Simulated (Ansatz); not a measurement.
Reaction (redistribution): `C=[C](Cl)[AlH][CH3]` + `BC(B)=C` → `B[C](=C)[AlH][CH3]` + `BC(=C)Cl`

Isolated molecules relaxed with PBE0-D4/def2-TZVP in Ansatz; ΔE leaves out vibrations. CCSD(T)/CBS is the MP2 limit (def2-TZVPP, def2-QZVPP) plus CCSD(T) − MP2 in def2-TZVPP, frozen cores. One conformer a species, not always the lowest.

`C=[C](Cl)[AlH][CH3]`:

Cartesian coordinates in Å:
```
C -0.857 -0.942 -1.449
C 0.295 -1.165 -0.821
Cl 1.272 -2.526 -1.329
Al 0.959 -0.050 0.645
C -0.151 1.459 1.185
H -1.475 -0.102 -1.146
H -1.225 -1.562 -2.262
H 2.346 -0.417 1.315
H 0.283 2.018 2.017
H -1.149 1.127 1.491
H -0.297 2.159 0.355
```

`BC(B)=C`:

Cartesian coordinates in Å:
```
B -1.155 -0.715 0.725
C 0.016 -0.008 0.000
B -0.096 1.338 -0.756
C 1.226 -0.611 0.030
H -2.253 -0.241 0.746
H -0.961 -1.761 1.280
H 0.875 1.800 -1.288
H -1.133 1.931 -0.824
H 2.098 -0.175 -0.456
H 1.384 -1.559 0.542
```

`B[C](=C)[AlH][CH3]`:

Z-matrix (Å, degrees):
```
C
Al 1 1.949
H 1 1.095 2 110.8
H 1 1.092 2 113.3 3 -121.5
H 1 1.096 2 110.6 3 117.3
C 2 1.955 1 121.3 3 -56.7
H 2 1.596 1 122.4 3 123.4
C 6 1.349 2 118.1 1 -179.9
B 6 1.543 2 125.6 1 -0.1
H 8 1.092 6 121.7 2 180.0
H 8 1.091 6 123.1 2 -0.0
H 9 1.200 6 122.2 2 -0.6
H 9 1.203 6 119.6 2 179.4
```

`BC(=C)Cl`:

Cartesian coordinates in Å:
```
B 0.493 -0.668 1.007
C 0.053 0.455 0.054
C -0.568 0.196 -1.101
Cl 0.371 2.113 0.487
H 1.046 -0.438 2.037
H 0.257 -1.792 0.673
H -0.887 0.971 -1.789
H -0.764 -0.836 -1.368
```

```json
{"species": "`C=[C](Cl)[AlH][CH3]`", "CCSD(T)/CBS(def2) energy (Eh)": "-819.54173"}
{"species": "`BC(B)=C`", "CCSD(T)/CBS(def2) energy (Eh)": "-129.23883"}
{"species": "`B[C](=C)[AlH][CH3]`", "CCSD(T)/CBS(def2) energy (Eh)": "-385.73998"}
{"species": "`BC(=C)Cl`", "CCSD(T)/CBS(def2) energy (Eh)": "-563.04034"}
```

Problem. Work out ΔE.

Solution. ΔE = (-385.73998) + (-563.04034) − (-819.54173) − (-129.23883) = 0.00024 Eh = +0.6 kJ/mol.

Largest T1 diagnostic among the species: 0.011.

In def2-TZVPP, CCSD(T) changes the Hartree–Fock value by −3.9 kJ/mol (the triples alone add −1.0 kJ/mol) and MP2 by −3.7 kJ/mol.
